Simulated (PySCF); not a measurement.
PySCF input (CCSD(T)/cc-pVDZ):

```python
from pyscf import gto, scf, mp, cc as ccmod

mol = gto.M(
    atom='''
    Si   -1.17133653   -0.17343155    0.34627255
    Cl    1.28157539    0.16849737   -0.30085775
    H    -1.40914827   -1.12243005   -0.78894705
    H    -1.56461609    1.18064801   -0.16134527
    H    -2.41430589   -0.49463146    1.21705835
    ''',
    basis='cc-pvdz',
    charge=-1,
    spin=1,
    verbose=4,
)

mf = scf.UHF(mol)
mf.conv_tol = 1e-10
mf.max_cycle = 100
mf.kernel()
mo, _, stable, _ = mf.stability(return_status=True)
if not stable:
    mf.kernel(mf.make_rdm1(mo, mf.mo_occ))
mp2 = mp.MP2(mf, frozen=10).run()
cc = ccmod.CCSD(mf, frozen=10)
cc.max_cycle = 100
cc.kernel()
et = cc.ccsd_t()
print(f'E(CCSD(T)) = {cc.e_tot + et:.9f}')
```

Output:

```
PySCF version 2.14.0

[INPUT] verbose = 4
[INPUT] num. atoms = 5
[INPUT] num. electrons = 35
[INPUT] charge = -1
[INPUT] spin (= nelec alpha-beta = 2S) = 1
[INPUT] symmetry False subgroup None
[INPUT] Mole.unit = angstrom
[INPUT] Symbol           X                Y                Z      unit          X                Y                Z       unit  Magmom
[INPUT]  1 Si    -1.171336530000  -0.173431550000   0.346272550000 AA   -2.213505241398  -0.327738130859   0.654360283955 Bohr   0.0
[INPUT]  2 Cl     1.281575390000   0.168497370000  -0.300857750000 AA    2.421826495083   0.318413882010  -0.568538749953 Bohr   0.0
[INPUT]  3 H     -1.409148270000  -1.122430050000  -0.788947050000 AA   -2.662904299205  -2.121085388482  -1.490893851284 Bohr   0.0
[INPUT]  4 H     -1.564616090000   1.180648010000  -0.161345270000 AA   -2.956695900188   2.231101388413  -0.304898371794 Bohr   0.0
[INPUT]  5 H     -2.414305890000  -0.494631460000   1.217058350000 AA   -4.562376913024  -0.934717991994   2.299906959115 Bohr   0.0

nuclear repulsion = 72.7103455479202
number of shells = 19
number of NR pGTOs = 103
number of NR cGTOs = 51
basis = cc-pvdz
ecp = {}

******** <class 'pyscf.scf.uhf.UHF'> ********
method = UHF
initial guess = minao
damping factor = 0
level_shift factor = 0
DIIS = <class 'pyscf.scf.diis.CDIIS'>
diis_start_cycle = 1
diis_space = 8
diis_damp = 0
SCF conv_tol = 1e-10
SCF conv_tol_grad = None
SCF max_cycles = 100
direct_scf = True
direct_scf_tol = 1e-13
number electrons alpha = 18  beta = 17
Set gradient conv threshold to 1e-05
init E= -749.671116947355
  alpha nocc = 18  HOMO = -0.0981278546754814  LUMO = 0.135414767142648
  beta  nocc = 17  HOMO = -0.345430464616252  LUMO = -0.0981278546754814

WARN: HOMO -0.0981278546754814 >= LUMO -0.0981278546754814

cycle= 1 E= -750.142408793864  delta_E= -0.471  |g|= 0.222  |ddm|= 1.22
  alpha nocc = 18  HOMO = -0.05324536704516  LUMO = 0.354490100114428
  beta  nocc = 17  HOMO = -0.124359182324932  LUMO = 0.248500185000071
  HOMO = -0.0532453670452  LUMO = 0.248500185  gap/eV = 8.21091
cycle= 2 E= -750.178605691361  delta_E= -0.0362  |g|= 0.0846  |ddm|= 0.399
  alpha nocc = 18  HOMO = -0.0764101579136067  LUMO = 0.36388855694887
  beta  nocc = 17  HOMO = -0.188983461287237  LUMO = 0.254346826975321
  HOMO = -0.0764101579136  LUMO = 0.254346826975  gap/eV = 9.00036
cycle= 3 E= -750.183612303578  delta_E= -0.00501  |g|= 0.0222  |ddm|= 0.113
  alpha nocc = 18  HOMO = -0.0845472419616131  LUMO = 0.365714116983054
  beta  nocc = 17  HOMO = -0.190606699989534  LUMO = 0.260924436545184
  HOMO = -0.0845472419616  LUMO = 0.260924436545  gap/eV = 9.40076
cycle= 4 E= -750.184584120866  delta_E= -0.000972  |g|= 0.00607  |ddm|= 0.0735
  alpha nocc = 18  HOMO = -0.0848941491318  LUMO = 0.366453872673172
  beta  nocc = 17  HOMO = -0.18925362609694  LUMO = 0.263040821586473
  HOMO = -0.0848941491318  LUMO = 0.263040821586  gap/eV = 9.46779
cycle= 5 E= -750.184676733598  delta_E= -9.26e-05  |g|= 0.00221  |ddm|= 0.0223
  alpha nocc = 18  HOMO = -0.0857116216995877  LUMO = 0.366351003799883
  beta  nocc = 17  HOMO = -0.189656556704644  LUMO = 0.263023097386328
  HOMO = -0.0857116216996  LUMO = 0.263023097386  gap/eV = 9.48956
cycle= 6 E= -750.184689022592  delta_E= -1.23e-05  |g|= 0.000881  |ddm|= 0.0084
  alpha nocc = 18  HOMO = -0.0856056146971746  LUMO = 0.366491839514819
  beta  nocc = 17  HOMO = -0.189651226756369  LUMO = 0.263217212464214
  HOMO = -0.0856056146972  LUMO = 0.263217212464  gap/eV = 9.49195
cycle= 7 E= -750.184690945321  delta_E= -1.92e-06  |g|= 0.000383  |ddm|= 0.00336
  alpha nocc = 18  HOMO = -0.0855775150052787  LUMO = 0.366481729574225
  beta  nocc = 17  HOMO = -0.189652878317818  LUMO = 0.263184844427673
  HOMO = -0.0855775150053  LUMO = 0.263184844428  gap/eV = 9.49031
cycle= 8 E= -750.184691358924  delta_E= -4.14e-07  |g|= 0.000124  |ddm|= 0.0017
  alpha nocc = 18  HOMO = -0.0855733691126348  LUMO = 0.366479314018627
  beta  nocc = 17  HOMO = -0.189658969705482  LUMO = 0.263185785998267
  HOMO = -0.0855733691126  LUMO = 0.263185785998  gap/eV = 9.49022
cycle= 9 E= -750.184691401999  delta_E= -4.31e-08  |g|= 4.23e-05  |ddm|= 0.000665
  alpha nocc = 18  HOMO = -0.0855722810339614  LUMO = 0.366479410257865
  beta  nocc = 17  HOMO = -0.189657667963916  LUMO = 0.263191676527075
  HOMO = -0.085572281034  LUMO = 0.263191676527  gap/eV = 9.49035
cycle= 10 E= -750.18469140693  delta_E= -4.93e-09  |g|= 1.05e-05  |ddm|= 0.000268
  alpha nocc = 18  HOMO = -0.0855752834001939  LUMO = 0.366477970901599
  beta  nocc = 17  HOMO = -0.189658477443965  LUMO = 0.263190475579146
  HOMO = -0.0855752834002  LUMO = 0.263190475579  gap/eV = 9.49040
cycle= 11 E= -750.184691407204  delta_E= -2.74e-10  |g|= 3.17e-06  |ddm|= 4.75e-05
  alpha nocc = 18  HOMO = -0.0855749778214761  LUMO = 0.366478201630354
  beta  nocc = 17  HOMO = -0.189658730063471  LUMO = 0.263190782709023
  HOMO = -0.0855749778215  LUMO = 0.263190782709  gap/eV = 9.49040
cycle= 12 E= -750.184691407223  delta_E= -1.89e-11  |g|= 1.19e-06  |ddm|= 1.05e-05
  alpha nocc = 18  HOMO = -0.0855749950487148  LUMO = 0.366478131053366
  beta  nocc = 17  HOMO = -0.189658583848013  LUMO = 0.263190700304018
  HOMO = -0.0855749950487  LUMO = 0.263190700304  gap/eV = 9.49040
Extra cycle  E= -750.184691407228  delta_E= -5.57e-12  |g|= 7.19e-07  |ddm|= 2.24e-06
converged SCF energy = -750.184691407228  <S^2> = 0.75795701  2S+1 = 2.0079412
uhf_internal: lowest eigs of H = [0.31200183 0.36220201 0.39277112]
<class 'pyscf.scf.uhf.UHF'> wavefunction is stable in the internal stability analysis

******** <class 'pyscf.mp.ump2.UMP2'> ********
nocc = (np.int64(8), np.int64(7)), nmo = (41, 41)
frozen orbitals 10
E(UMP2) = -750.427692027658  E_corr = -0.243000620429193
E(SCS-UMP2) = -750.430256413074  E_corr = -0.245565005845179
E_corr(same-spin) = -0.0531181600036758
E_corr(oppo-spin) = -0.189882460425517

******** <class 'pyscf.cc.uccsd.UCCSD'> ********
CC2 = 0
CCSD nocc = (np.int64(8), np.int64(7)), nmo = (41, 41)
frozen orbitals 10
max_cycle = 100
direct = 0
conv_tol = 1e-07
conv_tol_normt = 1e-06
diis_space = 6
diis_start_cycle = 0
diis_start_energy_diff = 1e+09
Init t2, MP2 energy = -0.24300061864326
Init E_corr(UCCSD) = -0.243000618643882
cycle = 1  E_corr(UCCSD) = -0.270841211343725  dE = -0.0278405927  norm(t1,t2) = 0.0642264
cycle = 2  E_corr(UCCSD) = -0.277515304254771  dE = -0.00667409291  norm(t1,t2) = 0.0229794
cycle = 3  E_corr(UCCSD) = -0.28064752059497  dE = -0.00313221634  norm(t1,t2) = 0.0121845
cycle = 4  E_corr(UCCSD) = -0.280847501758443  dE = -0.000199981163  norm(t1,t2) = 0.00418369
cycle = 5  E_corr(UCCSD) = -0.280687513153066  dE = 0.000159988605  norm(t1,t2) = 0.002416
cycle = 6  E_corr(UCCSD) = -0.28072332220477  dE = -3.58090517e-05  norm(t1,t2) = 0.000703691
cycle = 7  E_corr(UCCSD) = -0.280729217402986  dE = -5.89519822e-06  norm(t1,t2) = 0.000199375
cycle = 8  E_corr(UCCSD) = -0.280730340305975  dE = -1.12290299e-06  norm(t1,t2) = 7.9035e-05
cycle = 9  E_corr(UCCSD) = -0.280729494308401  dE = 8.45997574e-07  norm(t1,t2) = 3.39969e-05
cycle = 10  E_corr(UCCSD) = -0.280728966147541  dE = 5.2816086e-07  norm(t1,t2) = 1.28512e-05
cycle = 11  E_corr(UCCSD) = -0.280728642012056  dE = 3.24135485e-07  norm(t1,t2) = 5.93742e-06
cycle = 12  E_corr(UCCSD) = -0.280728557253599  dE = 8.47584565e-08  norm(t1,t2) = 2.43156e-06
cycle = 13  E_corr(UCCSD) = -0.280728565947995  dE = -8.69439554e-09  norm(t1,t2) = 1.29624e-06
cycle = 14  E_corr(UCCSD) = -0.280728578648235  dE = -1.270024e-08  norm(t1,t2) = 5.47128e-07
UCCSD converged
E(UCCSD) = -750.4654199858767  E_corr = -0.2807285786482349
UCCSD(T) correction = -0.0051690908776504
E(CCSD(T)) = -750.470589077
```
